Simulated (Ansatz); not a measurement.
Ansatz (a first-principles code) input for HMDS (C₆H₁₉NSi₂), SMILES C[Si](C)(N[Si](C)(C)C)C, B3LYP-D3(BJ)/def2-SVP. 

Ansatz 0.2 input:
```yaml
crystal:
  periodic: [false, false, false]
  atoms:
    - {symbol: C, position_ang: [-2.35823704, -0.95364893, -1.05169342]}
    - {symbol: Si, position_ang: [-1.55132254, 0.05845749, 0.35125345]}
    - {symbol: C, position_ang: [-2.69660295, 1.50114617, 0.83938769]}
    - {symbol: C, position_ang: [-1.23305756, -1.07656005, 1.84657819]}
    - {symbol: N, position_ang: [-0.05043729, 0.76957068, -0.17697540]}
    - {symbol: Si, position_ang: [1.54178162, 0.09225767, -0.38597044]}
    - {symbol: C, position_ang: [1.40815778, -1.61566495, -1.21643394]}
    - {symbol: C, position_ang: [2.43321413, -0.08973206, 1.29233630]}
    - {symbol: C, position_ang: [2.50697758, 1.30306164, -1.49675251]}
    - {symbol: H, position_ang: [-2.54247747, -0.33786252, -1.92680193]}
    - {symbol: H, position_ang: [-1.71877280, -1.77415936, -1.35998723]}
    - {symbol: H, position_ang: [-3.30944331, -1.37662362, -0.74260878]}
    - {symbol: H, position_ang: [-2.26456502, 2.09998618, 1.63469367]}
    - {symbol: H, position_ang: [-2.88602406, 2.15891690, -0.00304193]}
    - {symbol: H, position_ang: [-3.65661223, 1.13608319, 1.18882369]}
    - {symbol: H, position_ang: [-2.15431173, -1.51664913, 2.21567900]}
    - {symbol: H, position_ang: [-0.77692822, -0.53015824, 2.66575358]}
    - {symbol: H, position_ang: [-0.56455685, -1.88892789, 1.58155327]}
    - {symbol: H, position_ang: [-0.11263625, 1.75078336, -0.39500754]}
    - {symbol: H, position_ang: [2.38648857, -2.05957845, -1.37272110]}
    - {symbol: H, position_ang: [0.91868175, -1.54723567, -2.18249110]}
    - {symbol: H, position_ang: [0.83132589, -2.30045308, -0.60372872]}
    - {symbol: H, position_ang: [3.44764409, -0.45648524, 1.16822246]}
    - {symbol: H, position_ang: [2.49013241, 0.86073692, 1.81412926]}
    - {symbol: H, position_ang: [1.90968718, -0.78537204, 1.93986002]}
    - {symbol: H, position_ang: [3.50864767, 0.93685098, -1.69555037]}
    - {symbol: H, position_ang: [2.60406668, 2.27793949, -1.02935353]}
    - {symbol: H, position_ang: [2.01357606, 1.44359028, -2.45309110]}
basis:
  gaussian:
    orbitals: def2-SVP
hamiltonian:
  xc: b3lyp
  dispersion: d3bj
relax: {f_tol: 0.002, max_steps: 200}
```

Program output:

```
WARN ansatz: RAYON_NUM_THREADS=2 ignored (pool sized by the plan → 2); use --threads N
Functional definition: B3LYP
integrals: 0.47 GiB planned
2528 factors; integrals over basis functions are off by at most 5.6e-4 eV
mean field: 1.91 GiB planned
mean field evaluation 1: about -23741.8014 eV, gradient 1.1e2 eV
mean field evaluation 2: about -23729.6503 eV, gradient 1.3e2 eV
mean field evaluation 4: about -23771.3243 eV, gradient 6.4e0 eV
mean field evaluation 8: about -23771.4250 eV, gradient 2.1e-2 eV
mean field -23771.42501386 eV, -873.5837564087 hartree, gradient 2.2e-5 eV, S^2 0.000000; 0 other end points of the search recorded, 0 dependent functions left out
the calculation of the forces begins
reference -23771.42536259 eV, -873.5837692244 hartree; 45, 45 occupied and 184, 184 virtual orbitals, 2528 factors
relax step   1: F+E_penalty+E_count = -23772.77208846 eV  Δ(F+E_penalty+E_count) = +0.000e0 eV  max|allowed force component| = 7.989e-1 eV/Å  Δτ_max = 0.0000 Å  (25 SCF iters, accepted)
these checks for a lower state are left out or cut short: starts, cluster_reference, orbital_swaps, neighbouring_geometries, increment
integrals: 0.47 GiB planned
2528 factors; integrals over basis functions are off by at most 5.8e-4 eV
mean field: 1.91 GiB planned
mean field evaluation 16: about -23771.5023 eV, gradient 2.8e0 eV
mean field -23771.53098124 eV, -873.5876506382 hartree, gradient 2.6e-5 eV, S^2 0.000000; 0 other end points of the search recorded, 0 dependent functions left out
the calculation of the forces begins
reference -23771.53132897 eV, -873.5876634169 hartree; 45, 45 occupied and 184, 184 virtual orbitals, 2528 factors
relax step   2: F+E_penalty+E_count = -23772.88451254 eV  Δ(F+E_penalty+E_count) = -1.124e-1 eV  max|allowed force component| = 2.899e-1 eV/Å  Δτ_max = 0.0398 Å  (27 SCF iters, accepted)
these checks for a lower state are left out or cut short: starts, cluster_reference, orbital_swaps, neighbouring_geometries, increment
integrals: 0.47 GiB planned
2528 factors; integrals over basis functions are off by at most 5.8e-4 eV
mean field: 1.91 GiB planned
mean field -23771.53797984 eV, -873.5879078320 hartree, gradient 2.5e-5 eV, S^2 0.000000; 0 other end points of the search recorded, 0 dependent functions left out
the calculation of the forces begins
reference -23771.53832697 eV, -873.5879205887 hartree; 45, 45 occupied and 184, 184 virtual orbitals, 2528 factors
relax step   3: F+E_penalty+E_count = -23772.89551501 eV  Δ(F+E_penalty+E_count) = -1.100e-2 eV  max|allowed force component| = 7.196e-2 eV/Å  Δτ_max = 0.0239 Å  (27 SCF iters, accepted)
these checks for a lower state are left out or cut short: starts, cluster_reference, orbital_swaps, neighbouring_geometries, increment
integrals: 0.47 GiB planned
2528 factors; integrals over basis functions are off by at most 5.8e-4 eV
mean field: 1.91 GiB planned
mean field evaluation 32: about -23771.5392 eV, gradient 9.5e-2 eV
mean field -23771.53918300 eV, -873.5879520473 hartree, gradient 2.4e-5 eV, S^2 0.000000; 0 other end points of the search recorded, 0 dependent functions left out
the calculation of the forces begins
reference -23771.53953052 eV, -873.5879648182 hartree; 45, 45 occupied and 184, 184 virtual orbitals, 2528 factors
relax step   4: F+E_penalty+E_count = -23772.89655778 eV  Δ(F+E_penalty+E_count) = -1.043e-3 eV  max|allowed force component| = 7.722e-2 eV/Å  Δτ_max = 0.0252 Å  (28 SCF iters, accepted)
these checks for a lower state are left out or cut short: starts, cluster_reference, orbital_swaps, neighbouring_geometries, increment
integrals: 0.47 GiB planned
2528 factors; integrals over basis functions are off by at most 5.8e-4 eV
mean field: 1.91 GiB planned
mean field -23771.53907721 eV, -873.5879481597 hartree, gradient 1.3e-5 eV, S^2 0.000000; 0 other end points of the search recorded, 0 dependent functions left out
the calculation of the forces begins
reference -23771.53942488 eV, -873.5879609363 hartree; 45, 45 occupied and 184, 184 virtual orbitals, 2528 factors
relax step   5: F+E_penalty+E_count = -23772.89682541 eV  Δ(F+E_penalty+E_count) = -2.676e-4 eV  max|allowed force component| = 1.258e-2 eV/Å  Δτ_max = 0.0115 Å  (23 SCF iters, accepted)
these checks for a lower state are left out or cut short: starts, cluster_reference, orbital_swaps, neighbouring_geometries, increment
integrals: 0.47 GiB planned
2528 factors; integrals over basis functions are off by at most 5.8e-4 eV
mean field: 1.91 GiB planned
mean field -23771.53828935 eV, -873.5879192061 hartree, gradient 2.3e-5 eV, S^2 0.000000; 0 other end points of the search recorded, 0 dependent functions left out
the calculation of the forces begins
reference -23771.53863737 eV, -873.5879319959 hartree; 45, 45 occupied and 184, 184 virtual orbitals, 2528 factors
relax step   6: F+E_penalty+E_count = -23772.89706342 eV  Δ(F+E_penalty+E_count) = -2.380e-4 eV  max|allowed force component| = 3.288e-2 eV/Å  Δτ_max = 0.0254 Å  (27 SCF iters, accepted)
these checks for a lower state are left out or cut short: starts, cluster_reference, orbital_swaps, neighbouring_geometries, increment
integrals: 0.47 GiB planned
2528 factors; integrals over basis functions are off by at most 5.8e-4 eV
mean field: 1.91 GiB planned
mean field -23771.53796908 eV, -873.5879074365 hartree, gradient 1.5e-5 eV, S^2 0.000000; 0 other end points of the search recorded, 0 dependent functions left out
the calculation of the forces begins
reference -23771.53831740 eV, -873.5879202370 hartree; 45, 45 occupied and 184, 184 virtual orbitals, 2528 factors
relax step   7: F+E_penalty+E_count = -23772.89714140 eV  Δ(F+E_penalty+E_count) = -7.798e-5 eV  max|allowed force component| = 1.841e-2 eV/Å  Δτ_max = 0.0180 Å  (23 SCF iters, accepted)
these checks for a lower state are left out or cut short: starts, cluster_reference, orbital_swaps, neighbouring_geometries, increment
integrals: 0.47 GiB planned
2528 factors; integrals over basis functions are off by at most 5.8e-4 eV
mean field: 1.91 GiB planned
mean field -23771.53799210 eV, -873.5879082825 hartree, gradient 5.6e-6 eV, S^2 0.000000; 0 other end points of the search recorded, 0 dependent functions left out
the calculation of the forces begins
reference -23771.53834052 eV, -873.5879210866 hartree; 45, 45 occupied and 184, 184 virtual orbitals, 2528 factors
relax step   8: F+E_penalty+E_count = -23772.89716083 eV  Δ(F+E_penalty+E_count) = -1.943e-5 eV  max|allowed force component| = 3.144e-3 eV/Å  Δτ_max = 0.0064 Å  (22 SCF iters, accepted)
these checks for a lower state are left out or cut short: starts, cluster_reference, orbital_swaps, neighbouring_geometries, increment
integrals: 0.47 GiB planned
2528 factors; integrals over basis functions are off by at most 5.8e-4 eV
mean field: 1.91 GiB planned
mean field evaluation 64: about -23771.5383 eV, gradient 7.0e-5 eV
mean field -23771.53830548 eV, -873.5879197991 hartree, gradient 7.8e-5 eV, S^2 0.000000; 0 other end points of the search recorded, 0 dependent functions left out
the calculation of the forces begins
reference -23771.53865396 eV, -873.5879326055 hartree; 45, 45 occupied and 184, 184 virtual orbitals, 2528 factors
relax step   9: F+E_penalty+E_count = -23772.89716954 eV  Δ(F+E_penalty+E_count) = -8.706e-6 eV  max|allowed force component| = 7.980e-3 eV/Å  Δτ_max = 0.0046 Å  (20 SCF iters, accepted)
these checks for a lower state are left out or cut short: starts, cluster_reference, orbital_swaps, neighbouring_geometries, increment
integrals: 0.47 GiB planned
2528 factors; integrals over basis functions are off by at most 5.8e-4 eV
mean field: 1.91 GiB planned
mean field -23771.53840534 eV, -873.5879234687 hartree, gradient 2.7e-5 eV, S^2 0.000000; 0 other end points of the search recorded, 0 dependent functions left out
the calculation of the forces begins
reference -23771.53875381 eV, -873.5879362750 hartree; 45, 45 occupied and 184, 184 virtual orbitals, 2528 factors
relax step  10: F+E_penalty+E_count = -23772.89717153 eV  Δ(F+E_penalty+E_count) = -1.995e-6 eV  max|allowed force component| = 3.196e-3 eV/Å  Δτ_max = 0.0012 Å  (19 SCF iters, accepted)
these checks for a lower state are left out or cut short: starts, cluster_reference, orbital_swaps, neighbouring_geometries, increment
integrals: 0.47 GiB planned
2528 factors; integrals over basis functions are off by at most 5.8e-4 eV
mean field: 1.91 GiB planned
mean field -23771.53842618 eV, -873.5879242346 hartree, gradient 1.3e-5 eV, S^2 0.000000; 0 other end points of the search recorded, 0 dependent functions left out
the calculation of the forces begins
reference -23771.53877466 eV, -873.5879370409 hartree; 45, 45 occupied and 184, 184 virtual orbitals, 2528 factors
relax step  11: F+E_penalty+E_count = -23772.89717187 eV  Δ(F+E_penalty+E_count) = -3.356e-7 eV  max|allowed force component| = 9.558e-4 eV/Å  Δτ_max = 0.0008 Å  (18 SCF iters, accepted)
integrals: 0.47 GiB planned
2528 factors; integrals over basis functions are off by at most 5.8e-4 eV
mean field: 1.91 GiB planned
mean field -23771.53842618 eV, -873.5879242346 hartree, gradient 1.3e-5 eV, S^2 0.000000; 1 other end points of the search recorded, 0 dependent functions left out
the calculation of the forces begins
reference -23771.53877466 eV, -873.5879370409 hartree; 45, 45 occupied and 184, 184 virtual orbitals, 2528 factors
Total energy: -23772.89752035 eV, -873.6378700241 hartree
Atom 0 at    -2.374221    -0.903788    -1.058132 Å, force    -0.000271    -0.000140     0.000214 eV/Å
Atom 1 at    -1.557497     0.070359     0.336815 Å, force     0.000811     0.000606    -0.000117 eV/Å
Atom 2 at    -2.707188     1.461108     0.881358 Å, force    -0.000161    -0.000128     0.000004 eV/Å
Atom 3 at    -1.222105    -1.101835     1.775829 Å, force    -0.000371    -0.000257     0.000049 eV/Å
Atom 4 at    -0.053196     0.799359    -0.185456 Å, force    -0.000084    -0.000121     0.000068 eV/Å
Atom 5 at     1.545301     0.110510    -0.378787 Å, force    -0.000956     0.000541    -0.000106 eV/Å
Atom 6 at     1.401361    -1.606611    -1.145597 Å, force     0.000537    -0.000187     0.000074 eV/Å
Atom 7 at     2.437762    -0.040284     1.277322 Å, force     0.000298    -0.000231    -0.000157 eV/Å
Atom 8 at     2.526047     1.252499    -1.513025 Å, force     0.000193    -0.000107     0.000093 eV/Å
Atom 9 at    -2.573563    -0.253043    -1.925453 Å, force     0.000018     0.000110    -0.000016 eV/Å
Atom 10 at    -1.720679    -1.722598    -1.399747 Å, force     0.000068    -0.000035    -0.000007 eV/Å
Atom 11 at    -3.331982    -1.346774    -0.737090 Å, force    -0.000017    -0.000035    -0.000055 eV/Å
Atom 12 at    -2.270392     2.035842     1.714267 Å, force     0.000059    -0.000043     0.000056 eV/Å
Atom 13 at    -2.906517     2.161280     0.052587 Å, force    -0.000015     0.000050    -0.000085 eV/Å
Atom 14 at    -3.678449     1.061919     1.216813 Å, force    -0.000075     0.000015     0.000011 eV/Å
Atom 15 at    -2.155662    -1.572980     2.125131 Å, force     0.000139    -0.000054     0.000038 eV/Å
Atom 16 at    -0.770442    -0.563793     2.624638 Å, force     0.000015     0.000112    -0.000068 eV/Å
Atom 17 at    -0.533101    -1.911746     1.486259 Å, force     0.000027    -0.000015    -0.000033 eV/Å
Atom 18 at    -0.118733     1.788406    -0.413973 Å, force     0.000012    -0.000174    -0.000025 eV/Å
Atom 19 at     2.396446    -2.061819    -1.280157 Å, force    -0.000130    -0.000131     0.000002 eV/Å
Atom 20 at     0.909946    -1.557879    -2.130529 Å, force    -0.000016     0.000145    -0.000006 eV/Å
Atom 21 at     0.811942    -2.286282    -0.509079 Å, force    -0.000044     0.000025     0.000031 eV/Å
Atom 22 at     3.452334    -0.455465     1.155329 Å, force     0.000033     0.000007     0.000086 eV/Å
Atom 23 at     2.529011     0.944756     1.763972 Å, force    -0.000084     0.000112    -0.000053 eV/Å
Atom 24 at     1.882646    -0.700180     1.963371 Å, force    -0.000047    -0.000066     0.000026 eV/Å
Atom 25 at     3.549140     0.872156    -1.667456 Å, force     0.000094     0.000005    -0.000055 eV/Å
Atom 26 at     2.611574     2.264610    -1.082726 Å, force     0.000026     0.000062     0.000083 eV/Å
Atom 27 at     2.044614     1.342547    -2.500423 Å, force    -0.000059    -0.000064    -0.000051 eV/Å
Dipole moment:    -0.006949     0.105154    -0.024257 e Å
```

Self-consistency was reached.
